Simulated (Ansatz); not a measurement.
(F3Sn)2NH (Sn2NF6H). The state is a singlet with charge 0. Geometry relaxed at PBE0-D4/def2-SVP.

```xyz
10

Sn   -0.900    1.240    0.114
F    -2.629    0.468   -0.127
F    -1.174    2.502    1.534
F    -0.350    2.330   -1.353
N     0.520    0.048    0.926
Sn    0.952   -1.418   -0.311
F     2.646   -1.558   -1.171
F     0.446   -3.227    0.007
F    -0.336   -0.540   -1.508
H     0.824    0.155    1.890
```

In the def2 sets Sn takes a core potential; there is no spin–orbit coupling.

**Question.** Estimate the harmonic wavenumbers at RKS PBE0-D4/def2-SVP (Ansatz, unscaled). Is this a minimum?

**Answer.** 12, 58, 80, 93, 105, 133, 143, 153, 163, 184, 197, 198, 259, 288, 593, 614, 651, 668, 676, 684, 688, 740, 1030, 3654 cm⁻¹. Yes, no mode is imaginary beyond noise. Zero-point energy 72.2 kJ/mol. Hardware: 4 threads of Arm Neoverse V1 on a shared host. Wall time 3.6 min.
